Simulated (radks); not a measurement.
Ag3+, 44 electrons, occupied as [Kr] 4d8. Calculated with a radial shooting solver on a logarithmic mesh with Libxc functionals: scalar-relativistic Kohn-Sham, BP86, spin-polarised, spherical densities, finite nucleus; open shells are filled with parallel spins first (spin-orbit coupling, left out, can overturn this in heavy ions); Fermi nuclear charge, rms radius 4.5454 fm.

Radial electron density D(r) = 4 pi r^2 rho(r):

```
   r/bohr * D(r) (the largest magnitude, 74.1, reaches the edge; | marks zero)
 0.001231 |*
 0.001628 | *
 0.002155 |   *
 0.002851 |     *
 0.003772 |        *
 0.004991 |            *
 0.006604 |                  *
 0.008737 |                         *
  0.01156 |                                 *
   0.0153 |                                        *
  0.02024 |                                           *
  0.02678 |                                           *
  0.03543 |                                       *
  0.04726 |                                      *
  0.06253 |                                            *
  0.08273 |                                                      *
   0.1095 |                                                      *
   0.1448 |                                           *
   0.1916 |                                     *
   0.2536 |                                           *
   0.3355 |                                         *
   0.4439 |                        *
   0.5873 |            *
   0.7771 |            *
    1.028 |           *
    1.371 |      *
    1.815 | *
    2.401 |*
    3.177 *
    4.203 *
```

D(r) has 4 maxima, at r = 0.0219, 0.0963, 0.288, 0.862 bohr, and minima at 0.0433, 0.189, 0.647 bohr, inside which lie 2.01, 11.17, 29.01 electrons.
